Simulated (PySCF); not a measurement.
MgF2, SMILES [F][Mg][F]. Atoms are numbered in the order given.

```xyz
3

Mg     0.0000     0.0000     0.0000
F      0.0000     0.0000    -1.7532
F      0.0000     0.0000     1.7532
```
Charge 0, spin multiplicity 1.

Geometry: ωB97X-D3(BJ)/def2-TZVP. The isomer is the one that the SMILES or the coordinates give; other isomers of the formula were not compared.

Two levels are set side by side: PBE/pcSseg-2 (PySCF) and KT2/pcSseg-2 (PySCF). GIAO shifts against CFCl3 (¹⁹F) at the same level; non-relativistic, no solvent, atoms listed together averaged. Differences are taken from unrounded values.

```json
[
 {"quantity": "δ(¹⁹F) of F2, F3 (ppm)", "KT2": "-297.4"}
]
```

**Question.** What does PBE give, and how far is it from KT2? (Estimate from the structure and the level; the computed values follow.)

**Answer.** 
```tsv
quantity	PBE	PBE minus KT2
δ(¹⁹F) of F2, F3 (ppm)	-289.1	8.3
```

Rough cost on one machine, each run with all the roots and properties that it gave: KT2 against PBE within a factor of 2.
